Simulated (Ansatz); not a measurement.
Stepwise reaction of `CB(C)O` with ammonia, as a gas-phase model of exchange steps in deposition or etching. ΔE in kJ/mol; ΔG adds harmonic PBE0-D4 terms to CCSD(T)/CBS, at 1 bar.

Isolated molecules relaxed with PBE0-D4/def2-TZVP in Ansatz; ΔE leaves out vibrations. CCSD(T)/CBS is the MP2 limit (def2-TZVPP, def2-QZVPP) plus CCSD(T) − MP2 in def2-TZVPP, frozen cores. This one scheme is used for every species. DFT in def2-TZVPP. B3LYP here is the variant with VWN-RPA as its local correlation; programs differ in this. Each species was taken in one conformer, which may not be the lowest.

```
step                         reaction  PBE-D4  B3LYP-D4  ωB97M-V  CCSD(T)/CBS  ΔG(500 K)
   1  `CB(C)O` + NH₃ → `CB(N)O` + CH₄  -106.7    -112.7   -109.6       -107.6      -95.5
```

Problem. Give the row of step 2, `CB(N)O` + NH₃ → `NB(N)O` + CH₄. (An estimate is asked.)

Solution. Computed: 
```tsv
step	reaction	PBE-D4	B3LYP-D4	ωB97M-V	CCSD(T)/CBS	ΔG(500 K)
2	`CB(N)O` + NH₃ → `NB(N)O` + CH₄	-71.2	-78.8	-76.0	-74.7	-76.8
```

Problem. By hand: ΔE of the 2 steps together at CCSD(T)/CBS.

Solution. (-107.6) + (-74.7) = -182.3 kJ/mol, or -91.2 kJ/mol a step.

In ΔE each step is higher than the one before. All are downhill at CCSD(T)/CBS. ΔG lies between -95.5 and -76.8 kJ/mol a step. PBE-D4 differs from CCSD(T)/CBS by 0.9 to 3.5 kJ/mol a step. Isolated molecules leave out the surface, adducts and barriers. Largest T1 diagnostic: 0.011.
